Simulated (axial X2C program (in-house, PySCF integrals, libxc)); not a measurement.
# InCl: from Re and ωe to a spectrum

A bond curve at the CCSD(T) level, 2c, was computed with an in-house relativistic program for diatomic molecules (basis In dyall-cv3z [11s12p9d4f1g], Cl dyall-av3z [9s8p3d2f] (cores contracted in-house)) for the state Ω = 0 (closed shell). Its fit gives Re = 2.4424 Å, ωe = 306.8 cm⁻¹, ωexe = 0.984 cm⁻¹ and αe = 4.982e-04 cm⁻¹; the masses are 114.9039 and 34.9689 u. Two-component means X2C with spin–orbit coupling and atomic mean-field Coulomb and Gaunt terms.

Correlated methods: 10 electrons correlated (number of frozen shells: In 4 s, 3 p, 2 d; Cl 2 s, 1 p), 258 virtual spin orbitals or spinors in MP2, 90 natural virtuals in coupled cluster.

(1) Find the reduced mass, Be and the force constant.

(2) Estimate the centrifugal constant by the Kratzer relation.

(3) Where do the fundamental and the first overtone lie?

(4) Estimate De from a Morse curve and compare with the computed well depth of 4.312 eV to In + Cl.

(5) A Morse curve ties αe to the other constants (Pekeris). How well does that hold?

The state is a single determinant with fixed occupations, the lowest that a limited PBE0 search found. De is counted from the lowest determinant-based energies of the atoms at the same level, without counterpoise correction. Coupled cluster ran in a truncated set of natural virtual spinors; the MP2 energy of the rest was added. (T) has no such correction and the atoms are truncated less, which lowers De at CCSD(T) by a hundredth of an eV or more. With the outer-core shells frozen, correlated bond lengths of heavy atoms tend to come out a few hundredths of an ångström too long.

Answers

(1) From the CCSD(T) values: μ = 26.8098 u. Be = 16.8576/(μ Re²) = 0.1054 cm⁻¹. k = 5.8918×10⁻⁷ μ ωe² = 1.49 mdyn/Å.

(2) D = 4Be³/ωe² = 4.98e-08 cm⁻¹.

(3) ν(1←0) = ωe − 2ωexe = 304.8 cm⁻¹; ν(2←0) = 2ωe − 6ωexe = 607.7 cm⁻¹.

(4) De(Morse) = ωe²/(4ωexe) = 2.965 eV against 4.312 eV computed, a ratio of 0.69. The extrapolation falls short: long-range attraction (ionic or ion–induced dipole) or a change of character along the curve can cause this.

(5) αe(Morse) = 6Be²/ωe × (√(ωexe/Be) − 1) = 4.466e-04 cm⁻¹; the CCSD(T) curve gives 4.982e-04 cm⁻¹, a ratio of 0.90.
